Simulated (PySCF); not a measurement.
H2O3P, SMILES O=[P](O)O, multiplicity 2. Geometry: PBE0-D3(BJ)/def2-SVP. The isomer is the one that the SMILES or the coordinates give; other isomers of the formula were not compared. Other conformers were not sampled.

These are PBE0-D3(BJ)/def2-SVP in PySCF values and carry that method's errors.

Harmonic wavenumbers (cm⁻¹): 117, 216, 353, 378, 456, 819, 869, 957, 979, 1258, 3854, 3861. Rotational constants (GHz): 8.570, 7.548, 4.347; symmetry number 1.

Question: Work out the zero-point energy and the ideal-gas rigid-rotor harmonic-oscillator thermochemistry at 298.15 K and 1 atm.

Answer: ZPE = ½ Σ hcν = ½ × 14116 cm⁻¹ = 84.43 kJ/mol. H − E(el) = 100.70 kJ/mol. Entropy in J/(mol K): translation 163.55, rotation 102.72, vibration 36.47, spin 5.76, total 308.50. G − E(el) = 8.72 kJ/mol. Cp = 76.56 J/(mol K). Modes under 150 cm⁻¹ make the vibrational entropy uncertain.
